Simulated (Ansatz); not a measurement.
Input for Ansatz (development build ahead of 0.2.0):

```yaml
crystal:
  periodic: [false, false, false]
  atoms:
    - { symbol: Zn, position_ang: [0.0, 0.0, 0.0] }
    - { symbol: O, position_ang: [0.0, 0.0, 1.5686] }
basis:
  gaussian: { orbitals: cc-pVTZ }
hamiltonian:
  xc: hf
correlation:
  method: bccd_t
  frozen_orbitals: { O: 1, Zn: 5 }
```

The input is written out in the form of the current development build from the run's settings.

Results

* Converged: yes
* Reference energy (starting determinant): -1852.57197 hartree
* Correlation energy: -1.10307 hartree
* Total energy: -1853.67504 hartree
